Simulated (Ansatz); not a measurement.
A geometry relaxed with Ansatz (a program for electronic structure) with PBE0-D3(BJ)/def2-SVP, charge 0, multiplicity 1:

```xyz
21

H      2.2140     1.7770     0.1367
C      1.6603     0.8409    -0.0137
H     -4.3559     0.4096     0.6548
H     -3.4941    -1.4071     0.1159
H     -2.5361     2.5313     0.9212
C     -0.5100    -1.4545    -0.2788
C     -0.7353    -0.1320     0.0624
H     -1.4039    -2.0837    -0.3133
B     -3.3643    -0.2293     0.3767
C      2.4362    -0.2617    -0.3729
H      0.6284    -3.1504    -0.8254
C      1.9886    -1.5713    -0.6254
H      2.7934    -2.2623    -0.8912
C      0.2839     0.9347     0.1839
C     -2.0127     0.4471     0.3626
C     -0.4014     2.1135     0.5496
H      4.0190     0.7998    -0.3226
O      3.7723    -0.1127    -0.5077
H      0.0695     3.0820     0.7179
C     -1.7564     1.8155     0.6526
C      0.7045    -2.0864    -0.5834
```

Q: Write the SMILES of this molecule.

A: `Bc1ccc2cc(O)cccc1-2`
